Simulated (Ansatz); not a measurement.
Harmonic frequencies (cm⁻¹) at PBE0-D4/def2-TZVP from Ansatz: 71, 87, 118, 164, 181, 210, 248, 468, 504, 522, 663, 693, 723, 743, 883, 893, 935, 971, 973, 1271, 1338, 1442, 1446, 1451, 1470, 2208, 2214, 3053, 3054, 3138, 3146, 3150, 3160.

Each molecule was computed in one conformer, which needn't be the lowest.

(1) Which molecule is it?
A. `C[SiH2]SSC`
B. `CCSS[SiH3]`
C. `CS[SiH](C)S`
D. `[SiH3]CSCS`

Results:

(1) A.
